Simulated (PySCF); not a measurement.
CH8O2Si3, SMILES C(O[SiH2][SiH2][SiH3])=O.

The structure is a stationary point at TPSSh-D3(BJ)/def2-SVP. This is a generated structure with no PubChem entry under its InChIKey; it may be hypothetical. One conformer was computed; it need not be the lowest.

Two levels are set side by side: TDA-PBE/def2-SVPD (PySCF) and TDA-PBE0/def2-SVPD (PySCF). Vertical, same geometry. The lowest singlet is HOMO→LUMO 98 % with PBE and HOMO−1→LUMO 44 %, HOMO−2→LUMO 28 %, HOMO−1→LUMO+1 12 %, HOMO−2→LUMO+1 9 % with the other functional; states are paired by order. Differences are taken from unrounded values.

```
quantity                              TDA-PBE0  TDA-PBE  TDA-PBE minus TDA-PBE0
------------------------------------  --------  -------  ----------------------
lowest singlet excitation (eV)            5.74     5.14                   -0.60
lowest triplet excitation (TDA) (eV)      5.17     4.90                   -0.27
```

A lower first singlet is the usual sign of a functional without exact exchange. Differences between two approximate levels are no errors against the true value.

Rough cost on one machine, each run with all the roots and properties that it gave: TDA-PBE0 against TDA-PBE about 3 times.
